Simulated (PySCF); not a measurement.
Species: C3H8GeO2.
SMILES with atom numbers: `[CH3:1][C:2](=[O:3])[CH2:4][O:5][GeH3:6]` (hydrogens: H7, H8, H9 on C1; H10, H11 on C4; H12, H13, H14 on Ge6)

Computed, not measured: PySCF 2.14.0, PBE0-D3(BJ)/def2-SVP geometry optimisation, gas phase.

Task: What internal coordinates does the optimisation give?

Result: 
| bond | length (Å) |
| --- | --- |
| C1–C2 | 1.502 |
| C2=O3 | 1.211 |
| C2–C4 | 1.512 |
| C4–O5 | 1.371 |
| O5–Ge6 | 1.806 |
| C1–H7, C1–H8, C1–H9 | 1.100 |
| C4–H10, C4–H11 | 1.111 |
| Ge6–H12, Ge6–H13, Ge6–H14 | 1.540 |

Bonds in one row agree within 0.01 Å and their mean is given. A selection of angles:
| angle | degrees |
| --- | --- |
| C2–C1–H7 | 110.9 |
| C2–C1–H8 | 109.7 |
| H7–C1–H8 | 107.1 |
| H7–C1–H9 | 110.1 |
| C1–C2–O3 | 122.4 |
| C1–C2–C4 | 117.6 |
| O3–C2–C4 | 120.0 |
| C2–C4–O5 | 115.6 |
| C2–C4–H10 | 106.9 |
| C2–C4–H11 | 106.5 |
| O5–C4–H10 | 110.9 |
| H10–C4–H11 | 105.1 |
| C4–O5–Ge6 | 129.3 |
| O5–Ge6–H12 | 112.8 |
| O5–Ge6–H13 | 98.1 |
| H12–Ge6–H13 | 109.0 |
| H12–Ge6–H14 | 113.7 |

Torsions: C1–C2–C4–O5 178° (antiperiplanar); C2–C4–O5–Ge6 4° (synperiplanar). The mirror-image conformer, all signs reversed, is as good.

Ge6 and O3 aren't drawn bonded (4 bonds apart) but lie 2.67 Å from each other; Cordero's covalent radii sum to 1.86 Å. The C–O distances run from 1.211 Å (C2=O3, drawn double) to 1.371 Å (C4–O5, drawn single), a spread of 0.160 Å. Ge6 (germanium bonded to O and 3 H) is distorted tetrahedral (angles from 98.1° to 113.7°). Of the pairs four or more bonds apart, those above aside, O3···H14 is among the closest relative to their van der Waals radii: 2.73 Å, 100 % of the sum of Bondi's values. The 6 heavy atoms lie in one plane (0.014 Å rms).

Point group: near Cs, missed by 0.25 Å at most; the miss may be what the optimiser left on a soft mode. PBE0-D3(BJ)/def2-SVP frequencies: not computed here. One conformer, not necessarily the lowest.
